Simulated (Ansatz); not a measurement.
`[O]=[Ta]([OH])([F])[Cl]` and `[O]=[Nb]([OH])([F])[Cl]` differ in one element.

Ansatz, PBE0-D4/def2-TZVP geometries, multiplicity 1. Each molecule was computed in one conformer, which needn't be the lowest.

Elements past krypton have def2 core potentials.

```
                                                                                  property  `[O]=[Ta]([OH])([F])[Cl]`
                                                     HOMO–LUMO gap (B3LYP/def2-TZVPP) / eV                       7.11
ideal-gas entropy at 298 K and 1 bar (rigid rotor, harmonic PBE0-D4/def2-TZVP) / J/(mol·K)                        358
                                                   HOMO–LUMO gap (ωB97M-V/def2-TZVPP) / eV                      12.09
                                                        LUMO energy (PBE0/def2-TZVPP) / eV                      -1.82
                                                         HOMO energy (PBE/def2-TZVPP) / eV                      -7.92
                                                       LUMO energy (B3LYP/def2-TZVPP) / eV                      -2.07
```

Question: What does the change do to each property? (Best estimate.)

Answer: Computed: 
```csv
property,`[O]=[Nb]([OH])([F])[Cl]`,shift
HOMO–LUMO gap (B3LYP/def2-TZVPP) / eV,6.86,-0.25
"ideal-gas entropy at 298 K and 1 bar (rigid rotor, harmonic PBE0-D4/def2-TZVP) / J/(mol·K)",348,-10
HOMO–LUMO gap (ωB97M-V/def2-TZVPP) / eV,11.81,-0.28
LUMO energy (PBE0/def2-TZVPP) / eV,-2.15,-0.33
HOMO energy (PBE/def2-TZVPP) / eV,-8.03,-0.11
LUMO energy (B3LYP/def2-TZVPP) / eV,-2.39,-0.32
```

With PBE0 the HOMO falls by 0.07 eV and the LUMO falls by 0.33 eV, so the gap narrows by about 0.26 eV. PBE moves the HOMO by -0.11 eV and ωB97M-V by -0.05 eV.

B3LYP here is the variant with VWN-RPA as its local correlation; programs differ in this.
